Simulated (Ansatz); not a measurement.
Stepwise reaction of `F[Si](Cl)(Cl)O[SiH3]` with hydrogen fluoride, as a gas-phase model of exchange steps in deposition or etching. ΔE in kJ/mol.

Computed with Ansatz on PBE0-D4/def2-TZVP structures; ΔE is electronic, products minus reactants. CCSD(T)/CBS is the MP2 limit (def2-TZVPP, def2-QZVPP) plus CCSD(T) − MP2 in def2-TZVPP, frozen cores. This one scheme is used for every species. DFT in def2-TZVPP. B3LYP here is the variant with VWN-RPA as its local correlation; programs differ in this. One conformer a species, not always the lowest.

```json
{"step": "1", "reaction": "`F[Si](Cl)(Cl)O[SiH3]` + H–F → `F[Si](F)(Cl)O[SiH3]` + HCl", "PBE-D4": "-41.3", "B3LYP-D4": "-52.2", "ωB97M-V": "-51.2", "CCSD(T)/CBS": "-50.0"}
{"step": "2", "reaction": "`F[Si](F)(Cl)O[SiH3]` + H–F → `F[Si](F)(F)O[SiH3]` + HCl", "PBE-D4": "-44.8", "B3LYP-D4": "-55.0", "ωB97M-V": "-53.8", "CCSD(T)/CBS": "-54.1"}
```

(1) By hand: ΔE of the 2 steps together at CCSD(T)/CBS.

Answers

(1) (-50.0) + (-54.1) = -104.1 kJ/mol, or -52.0 kJ/mol a step.

In ΔE the steps differ by no more than 4.1 kJ/mol. All are downhill at CCSD(T)/CBS. PBE-D4 differs from CCSD(T)/CBS by 8.7 to 9.3 kJ/mol a step. Only this route is followed, and other bonds may react first. Isolated molecules leave out the surface, adducts and barriers. Largest T1 diagnostic: 0.011.
